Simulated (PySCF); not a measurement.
PbS, SMILES [S]=[Pb] (connectivity only; charge and spin as stated), neutral, multiplicity 1. Atoms are numbered in the order given.

```xyz
2

Pb     0.0000     0.0000    -0.3725
S      0.0000     0.0000     1.9091
```
Charge 0, spin multiplicity 1.

Coordinates come from a PBE0-D3(BJ)/def2-TZVP optimisation. The def2 effective core potentials stand for the cores of Pb; spin–orbit coupling is left out.

Calculation: PBE0-D3(BJ)/def2-TZVP (PySCF).

Frequencies are harmonic and unscaled.

Computed vibrational spectrum:
```
mode  ν (cm⁻¹)  IR (km/mol)  moving atoms (share of kinetic energy)
----  --------  -----------  --------------------------------------
1          454         43.7                         S 87 %, Pb 13 %
```
